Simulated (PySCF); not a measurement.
F2S, charge +1, doublet, geometry from GFN2-xTB (a state made from the parent by changing its charge; the spin is typed, not shown lowest), atoms displaced at random by about 0.1 Å a coordinate. Base run: PySCF with HF/3-21G.

The PySCF input:
```python
from pyscf import gto, scf
from pyscf.geomopt import geometric_solver

mol = gto.M(
    atom='''
F    -1.216593   -0.352052   -0.271505
S     0.020087    0.496894   -0.131835
F     1.279379   -0.502448    0.059650
''',
    basis='3-21g',
    charge=1,
    spin=1,
    verbose=3,
)

def method(m):
    mf = scf.UHF(m)
    return mf

conv, mol_eq = geometric_solver.kernel(method(mol), maxsteps=100)
print('optimisation converged:', conv)
print(mol_eq.tostring(format='xyz'))
mf = method(mol_eq)
mf.kernel()
```

Variants of this job, named by their change:

| change | ΔE vs base (kJ/mol) | optimiser steps |
|---|---|---|
| base | 0.00 | 5 |
| coordsys = cart | 0.00 | 10 |
| convergence_set = NWCHEM_LOOSE | 0.00 | 5 |
| convergence_set = GAU_TIGHT | 0.00 | 6 |
| trust = 0.02 | 0.00 | 6 |
| convergence_set = GAU_LOOSE | 0.00 | 5 |
| coordsys = hdlc | 0.00 | 6 |

Open shells are given as the SCF converged; they aren't shown to be the lowest states, and a large step between rows can be another state.
